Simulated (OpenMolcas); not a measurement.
Mn4+ (d3) in a complex was computed by CASSCF with the d shell active (OpenMolcas, ANO-RCC-VDZP on the metal). Its lowest spin-free states, and all those of the highest spin:

```tsv
2S+1	Degeneracy	E (cm-1)
4	3	0.0
4	3	8813
2	2	11652
2	3	15442
2	3	17506
4	1	20022
2	1	20547
4	3	20786
2	3	21028
2	3	25022
2	3	25305
2	2	25328
```

Is the site octahedral, tetrahedral or cube-like, axial, or of lower symmetry?

The states with 2S+1 = 4 have orbital degeneracies 3, 3, 1, 3. Threefold states need a cubic site. For d3 at this spin an octahedron puts the single A2 below the threefold T2 and a tetrahedron or cube puts the threefold T1 below the threefold T2, so the site is a tetrahedron or a cube, which this pattern cannot tell apart. The run had Mn4+ with 4 ligands (chloride) in tetrahedral coordination (Td) at 2.15 Å. Ligand basis ANO-RCC-VDZP.

An orbital triplet at a regular site is open to Jahn-Teller coupling, which can distort the site and quench the lowest spin-orbit gaps and is left out. Without dynamic correlation the repulsion within the d shell is too large (B by tens of per cent), so at a given field states of lower spin stand too high. The least metal-like active orbital is 74 % on the metal (Löwdin) and no ligand orbital is active, so the numbers are rough. Ligand-to-metal charge-transfer states are missing. With no ligand orbital active B as a rule stays too high, so bands that hang on it stand too high and its fall with covalency is understated. With metal d orbitals alone and no dynamic correlation the field as a rule comes out too small, by tens of per cent, by up to half for chloride and softer ligands. No measured value stands beside these numbers; the geometry was imposed, not optimised, and the real ion may take another.
